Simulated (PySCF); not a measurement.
# Spin states of CsSn

Unrestricted PBE0; Cs def2-SVP with ECP46, Sn def2-SVP with ECP28; scalar-relativistic core potentials (PySCF 2.14). Outer shells of the fragments: Cs 6s1; Sn 4d10 5s2 5p2.

Followed along the bond (rough minima from three points):

```tsv
2Ms+1	unpaired	⟨S²⟩ at the start	R at minimum (Å)	Te (eV)
4	σ ↑, π ↑↑	3.75	3.59	0.00
2	σ ↓, π ↑↑	1.76	3.64	0.47
2	σ ↑, π ↑↓	1.76	3.61	0.48
2	π ↑	0.78	3.89	0.74
2	σ ↑	0.75	3.61	1.18
```

Solutions found at the starting distance of 3.555 Å, counted from the lowest of them; the search is not exhaustive and high or unbound solutions are not listed, so other states can lie among these:

| 2Ms+1 | unpaired | term | E (eV) | ⟨S²⟩ | ⟨Lz²⟩ | μ (D) |
| --- | --- | --- | --- | --- | --- | --- |
| 4 | σ ↑, π ↑↑ | ⁴Σ⁻ | 0.00 | 3.75 | 0.00 | -10.64 |
| 2 | σ ↓, π ↑↑ | mixed | 0.47 | 1.76 | 0.00 | -9.74 |
| 2 | σ ↑, π ↑↓ | mixed | 0.49 | 1.76 | 2.01 | -10.22 |
| 2 | π ↑ | ²Π | 0.84 | 0.78 | 1.00 | -7.34 |
| 2 | σ ↑ | mixed | 1.18 | 0.75 | 2.00 | -10.01 |
| 2 | π ↑ | ²Π | 1.44 | 0.75 | 1.01 | -11.16 |
| 4 | σ ↑↑, π ↑ | ⁴Π | 1.78 | 3.75 | 1.01 | 2.33 |
| 4 | σ ↑, π ↑↑ | mixed | 2.85 | 3.75 | 2.00 | 3.74 |
| 4 | π ↑↑↑ | ⁴Π | 3.02 | 3.75 | 1.00 | 4.35 |
| 4 | π ↑↑, δ ↑ | ⁴Δ | 3.43 | 3.75 | 4.00 | 0.56 |

A term symbol is given only where ⟨S²⟩ and ⟨Lz²⟩ are close to those of a pure state; real π, δ and φ orbitals otherwise mix terms. A positive dipole means Cs(−)Sn(+).

Spin–orbit coupling is left out.
